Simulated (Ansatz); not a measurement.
C4H10N (SMILES [CH2]CNCC), doublet, geometry from GFN2-xTB, with bond 12-4 at 2.4 times its length; CASSCF(3,5)/6-31G run with Ansatz (a first-principles code).

Ansatz was given this input:
Ansatz 0.2 input:
```yaml
crystal:
  periodic: [false, false, false]
  atoms:
    - {symbol: C, position_ang: [-2.15167131, 0.29745242, 0.48486995]}
    - {symbol: C, position_ang: [-1.29402684, -0.81199574, 0.03489810]}
    - {symbol: N, position_ang: [-0.03212386, -0.32084939, -0.54966755]}
    - {symbol: C, position_ang: [0.95754384, 0.16759128, 0.39008324]}
    - {symbol: C, position_ang: [2.24504432, 0.50448866, -0.35228239]}
    - {symbol: H, position_ang: [-1.91046892, 0.83061797, 1.38574349]}
    - {symbol: H, position_ang: [-2.82026550, 0.77368208, -0.20772401]}
    - {symbol: H, position_ang: [-1.78583606, -1.40046984, -0.74452984]}
    - {symbol: H, position_ang: [-1.01886800, -1.47559573, 0.85950478]}
    - {symbol: H, position_ang: [-0.23514356, 0.39346673, -1.24398963]}
    - {symbol: H, position_ang: [1.14541307, -0.63569865, 1.10921313]}
    - {symbol: H, position_ang: [0.15384857, 2.29425936, 1.74165207]}
    - {symbol: H, position_ang: [3.01947036, 0.79498066, 0.35273360]}
    - {symbol: H, position_ang: [2.08164411, 1.32630476, -1.04638682]}
    - {symbol: H, position_ang: [2.58491066, -0.36026504, -0.91554232]}
basis:
  gaussian:
    orbitals: 6-31G
hamiltonian:
  xc: hf
correlation: {active_space: {window: {electrons: 3, orbitals: 5}}}
magnetization: {spin_polarized: false, initial_magnetization: 1}
```

It wrote (shortened):

```
Functional definition: HF
961 factors; integrals over basis functions are off by at most 2.3e-4 eV
mean field evaluation 1: about -5749.2443 eV, gradient 2.5e1 eV
mean field evaluation 2: about -5749.2429 eV, gradient 2.5e1 eV
mean field evaluation 4: about -5751.8555 eV, gradient 3.9e0 eV
mean field evaluation 8: about -5751.9122 eV, gradient 1.5e-1 eV
mean field evaluation 16: about -5751.8159 eV, gradient 4.3e0 eV
mean field evaluation 32: about -5750.3271 eV, gradient 3.8e0 eV
mean field -5751.91240007 eV, -211.3788819163 hartree, gradient 1.1e-6 eV, S^2 0.750000; 5 other end points of the search recorded, 0 dependent functions left out
reference -5751.91240007 eV, -211.3788819163 hartree; 21, 20 occupied and 44, 45 virtual orbitals, 961 factors
state -5754.23435305 eV, -211.4642121144 hartree
Total energy: -5754.23435305 eV, -211.4642121144 hartree
```
